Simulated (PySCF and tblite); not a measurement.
Results of a calculation; reference values are marked as such.
System: C₂H₆GeO₂, numbered as in [CH3:1][C:2](=[O:3])[O:4][GeH3:5].

Geometries: B3LYP-D3(BJ)/def2-SVP; energies: BHandHLYP/pcSseg-1 + D3(BJ); zero-point and thermal terms from GFN2-xTB harmonic modes (soft modes blended into free rotors). Rates follow Eyring's equation with the number of equivalent paths and no tunnelling. Run with tblite and PySCF.

Spin–orbit effects of heavy atoms on shieldings are missing.

**Question.** Estimate the barrier and the room-temperature rate of the shift of Ge5 from O4 to O3.

**Answer.** The electronic barrier is 15.0 kcal/mol and ΔG‡(298 K) 14.2 kcal/mol, over a Cs saddle with an imaginary mode of 276i cm⁻¹ (GFN2-xTB). With 2 equivalent paths, k is 511 s⁻¹, a mean lifetime of the start of 2 ms against this motion.
